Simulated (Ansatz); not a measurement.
Ben: PBE/def2-TZVPD single points in Ansatz on relaxed structures, gas phase. Each cluster is the lowest isomer that a short search found in that spin, judged at the geometry's level, and lower ones may exist. Binding counts from free atoms in the multiplicity of their measured ground term, without zero-point energy. Singlets are spin-restricted. The structures are stationary points that may keep the symmetry of their start. Remarks come from the PBE and PBE0 runs and from stability tests at other levels; not every state was tested. A HOMO above zero means that the electron is unbound at that level and held by the basis, or that self-interaction error raises the level; the energy of removing that electron tells which. HOMO above LUMO (over both spins in singlets and doublets, within one spin in higher multiplets; at PBE or PBE0), or a gap under 0.15 eV within one spin, warns that the state may not be the lowest or that an electron is smeared out.

| species | atoms | state | geometry | HOMO (eV) | LUMO (eV) | gap (eV) | vertical EA (eV) | binding per atom (eV) | point group (within 0.1 Å) | remarks |
| --- | --- | --- | --- | --- | --- | --- | --- | --- | --- | --- |
| Be4 | 4 | singlet | B3LYP/def2-TZVP | -5.29 | -3.67 | 1.63 | 1.64 | 1.30 | Td | HOMO above zero (-1 doublet) |
| Be5 | 5 | singlet | PBE/def2-TZVP | -4.53 | -3.66 | 0.87 | 1.40 | 1.44 | D3h | restricted SCF unstable, HOMO above zero (-1 doublet) |
| Be7 | 7 | singlet | r2SCAN/def2-TZVP | -4.65 | -3.94 | 0.70 | 1.84 | 1.62 | – | restricted SCF unstable in HF, HOMO above zero (-1 doublet), gap within one spin near zero at PBE or PBE0 (-1 doublet), spin-contaminated (⟨S²⟩ up to 0.83) (-1 doublet) |
| Be10 | 10 | singlet | PBE0/def2-SVP | -4.85 | -3.60 | 1.25 | 1.73 | 2.14 | D4d | restricted SCF unstable in HF, HOMO above zero (-1 doublet) |

The gap (eV) runs from 0.70 (Be7) to 1.63 (Be4). It doesn't follow size steadily. The vertical EA (eV) runs from 1.40 (Be5) to 1.84 (Be7). It alternates from one size to the next. The binding per atom (eV) runs from 1.30 (Be4) to 2.14 (Be10). It rises with size.
